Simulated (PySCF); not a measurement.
**Assignment exercise: C6H13FOSi2**

Bonds (- single, = double, # triple, : aromatic): C1-O2, O2-C3, C3-Si4, C3=C5, C5-F6, C5-Si7, Si7-C8, C8-C9, C9-C10, C10-C8. C1 carries H11, H12, H13; Si4 carries H14, H15, H16; Si7 carries H17, H18; C8 carries H19; C9 carries H20, H21; C10 carries H22, H23. Stereochemistry as in CO/C([SiH3])=C(\F)[SiH2]C1CC1. H21, H23 are cis to Si7 on the ring; H20, H22 are trans to Si7 on the ring.

One computed conformer, rapidly exchanging positions averaged, non-relativistic Hamiltonian, no solvent. NMR shieldings at PBE0/pcSseg-1/GIAO; coordinates at the GFN2-xTB level; PySCF.

δ = σ(ref) − σ, references computed at the same level: 13C (186.93 ppm), 1H (31.72 ppm) vs TMS.

(1) Assign these signals to the numbered atoms. 13C{1H} NMR (computed): δ 155.9, 151.0, 62.4, 4.1, -3.8.

(2) Assign these signals to the numbered atoms. 1H NMR (500 MHz, computed): δ 4.28 (m, 2H), 4.21 (s, 3H), 4.18 (s, 3H), 0.74 (m, 2H), 0.25 (m, 2H), 0.05 (m, 1H).

## Answers

(1) 
155.9 → C5, β carbon of an enol-ether or enamine type C=C
151.0 → C3, alkene carbon bearing oxygen: an sp2 carbon further deshielded by the attached heteroatom
62.4 → C1, methyl carbon bonded to O: pulled downfield by the heteroatom
4.1 → C9/C10, three-membered-ring carbon: carbons of three-membered rings are unusually shielded
-3.8 → C8, three-membered-ring carbon

(2) 
```tsv
δ (ppm)	atoms	environment	reason
4.28	H17/H18	hydrogen on a silicon bonded to 2 C	–
4.21	H14/H15/H16	hydrogen on a silicon bonded to C	–
4.18	H11/H12/H13	hydrogen on a methyl carbon bonded to O	its carbon carries O, which withdraws density
0.74	H20/H22	hydrogen on a three-membered-ring carbon	cyclopropane-type protons are shielded by the ring
0.25	H21/H23	hydrogen on a three-membered-ring carbon	–
0.05	H19	hydrogen on a three-membered-ring carbon	–
```

H17/H18 and H14/H15/H16; H14/H15/H16 and H11/H12/H13 lie closer than the usual error of such a calculation, so a measured spectrum could show them in the other order.

Splittings by 19F in the carbon and heteronuclear signals aren't shown, as no couplings were computed. Shifts are as computed. Against solution values, carbons near 30 ppm lie about +3 ppm off and those near 130 ppm about +5 ppm. Of 1309 compounds with measured shifts, 239 miss one by over three times the rms of a fit or turn the order of signals round; such compounds aren't used in these exercises. Multiplicities follow the n + 1 count of equivalent neighbours, as no J values were calculated; m marks all less simple cases, F and P coupling included.
